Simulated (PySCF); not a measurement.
Stepwise substitution at one centre (Ge H-SiH3). Isolated molecules, 0 K electronic values unless said otherwise. Strings in code marks are SMILES.

Level of theory: PySCF with PBE0-D3(BJ)/def2-TZVP // PBE0-D3(BJ)/def2-SVP. All candidates: neutral, multiplicity 1. Excitations are Tamm–Dancoff values on a coarser integration grid. The basis has no diffuse functions, so Rydberg states are missing or too high.

```json
{
 "dipole_moment": "0.08 D",
 "S1 excitation (TDA)": "7.57 eV",
 "HOMO": "-8.29 eV"
}
```

Task: Name which member has these values.
(A) `[SiH3][GeH2][SiH3]`
(B) `[SiH3][GeH3]`
(C) `[SiH3][GeH]([SiH3])[SiH3]`

Result: B, `[SiH3][GeH3]`. The others give `[SiH3][GeH]([SiH3])[SiH3]`: 0.12 D, 6.57 eV, -7.89 eV; `[SiH3][GeH2][SiH3]`: 0.03 D, 6.91 eV, -7.91 eV
